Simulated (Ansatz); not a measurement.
C$_{3}$H$_{8}$B (`C[B]CC`) radical. The species carries charge 0 and has multiplicity 2. Geometry: relaxed with PBE0-D4/def2-TZVP. It is one conformer, not always the lowest.

```xyz
12

C    -1.832   -0.044   -0.338
B    -0.604   -0.968   -0.491
C     0.873   -0.748   -0.078
C     1.264    0.638    0.438
H    -1.795    0.630   -1.209
H    -2.800   -0.547   -0.377
H    -1.791    0.603    0.548
H     1.529   -1.058   -0.901
H     1.064   -1.511    0.694
H     0.665    0.924    1.306
H     1.112    1.403   -0.328
H     2.315    0.677    0.737
```

Question: What is the dipole moment at r2SCAN/def2-TZVPP? (Best estimate.)

Answer: The calculation gave: 1.03 D, with components (0.26, 0.91, 0.42) D in this frame, pointing from negative to positive charge.

Question: And with PBE, B3LYP, ωB97M-V? (An estimate is asked.)

Answer: Ansatz gave: PBE 1.11 D, B3LYP 1.02 D, ωB97M-V 1.08 D.

Question: Give the Mulliken charges with r2SCAN, ωB97M-V, PBE in def2-TZVPP. (Estimate.)

Answer: Ansatz gave: 
```
atom  r2SCAN  ωB97M-V    PBE
  C1   -0.21    -0.33  -0.29
  B2   -0.04    -0.06  -0.05
  C3   -0.05    -0.17  -0.14
  C4   -0.13    -0.31  -0.24
  H5    0.07     0.11   0.10
  H6    0.08     0.13   0.12
  H7    0.06     0.11   0.09
  H8    0.05     0.11   0.09
  H9    0.04     0.10   0.08
 H10    0.04     0.10   0.08
 H11    0.04     0.10   0.08
 H12    0.04     0.11   0.08
```

B3LYP here is the variant with VWN-RPA as its local correlation; programs differ in this.
